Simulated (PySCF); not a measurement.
**`Cc1ccc(C(F)(F)F)cc1`, C8H7F3**

Geometry (Å), atoms numbered from 1 in this order:
```xyz
18

C    -2.8999    0.2475    0.2945
C    -1.4108    0.1346    0.1534
C    -0.7099    0.9426   -0.7486
C     0.6669    0.8181   -0.9088
C     1.3698   -0.1239   -0.1601
C     2.8607   -0.2441   -0.2860
F     3.2549   -1.5221   -0.2515
F     3.4918    0.3811    0.7166
F     3.3124    0.2868   -1.4260
C     0.6882   -0.9375    0.7465
C    -0.6868   -0.8047    0.8993
H    -3.2514    1.2639    0.0664
H    -3.4098   -0.4398   -0.4011
H    -3.2298   -0.0123    1.3106
H    -1.2533    1.6849   -1.3391
H     1.1993    1.4529   -1.6194
H     1.2368   -1.6794    1.3307
H    -1.2126   -1.4453    1.6122
```

The calculation used quadratic response CAM-B3LYP/aug-cc-pVDZ first hyperpolarisability, Taylor convention, gas phase (PySCF 2.14.0). Geometry: PBE0-D3(BJ)/def2-SVP.

(1) Give the tensor of the second harmonic β(−2ω;ω,ω) at 1907 nm in the axes of these coordinates.

Answers

(1) In au, Taylor convention; rows are the first index (the induced dipole):
```csv
,xx,yy,zz,xy,xz,yz
x,+5.9,+41.8,+41.3,+5.8,+7.0,-8.3
y,+5.7,-21.8,+6.5,+41.4,-8.1,+2.7
z,+6.9,+2.6,-16.0,-8.1,+41.0,+6.6
```
Norm of βᵢ = ⅓ Σⱼ (βᵢⱼⱼ + βⱼᵢⱼ + βⱼⱼᵢ): 89.3 au, hyper-Rayleigh value 41.6 au.
